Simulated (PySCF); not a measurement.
## Mg: excitation energy

Mg [Ne] 3s2 (1S) → Mg [Ne] 3s1 4s1 (3S), as a difference of total energies. Computed with PySCF 2.14 in aug-cc-pVQZ with one added diffuse shell each of s, p, d, f, g type (8s7p5d4f3g, 109 functions), with the non-relativistic Hamiltonian (point nucleus). Correlated levels: valence: [Ne] frozen. The calculations carry no spin-orbit coupling.

| method | excitation energy (eV) | error (eV) |
| --- | --- | --- |
| UHF | 4.202 | -0.906 |
| LDA | 5.047 | -0.061 |
| PBE | 4.936 | -0.172 |
| PBE0 | 4.898 | -0.210 |
| r2SCAN | 4.826 | -0.282 |
| PBEsol | 4.892 | -0.216 |
| BP86 | 4.996 | -0.112 |
| MP2 (valence) | 4.814 | -0.294 |
| SCS-MP2 (valence) | 4.983 | -0.125 |

Reference: 5.108 eV (measured; NIST levels).

Errors of the correlated levels include the incompleteness of this basis and the frozen core.
